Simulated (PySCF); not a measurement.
## Cl²⁺ (chlorine, charge +2) across methods

[Ne] 3s1 3p4, 3s spin antiparallel (an excited configuration). Calculation: PySCF 2.14, in aug-cc-pV(D+d)Z (5s4p3d, 32 functions); the non-relativistic Hamiltonian (point nucleus).

```tsv
method	E (hartree)	mean ε 3s β (eV)	mean ε 3p α (eV)	mean ε 3p β (eV)	Σ⟨r²⟩ (bohr²)	⟨S²⟩
BHandHLYP	-458.1614	-48.516	-35.161	-34.992	16.21	1.750
PBE0	-458.0292	-46.519	-34.070	-33.319	16.12	1.750
PBE	-458.0282	-44.459	-32.760	-31.550	16.06	1.750
LDA	-456.7137	-44.582	-32.769	-31.471	16.06	1.750
MN15	-458.1000	-46.559	-35.023	-33.980	15.88	1.750
r2SCAN0	-458.1196	-46.742	-34.283	-33.606	16.17	1.750
UHF	-457.47078	-51.515	-36.942	-37.693	16.45	1.751
PW91	-458.1997	-44.527	-32.824	-31.624	16.04	1.750
r2SCAN	-458.1431	-44.824	-33.095	-31.979	16.12	1.750
```

With the s spin flipped the determinant is a mixture of two multiplicities, not a spectroscopic state.
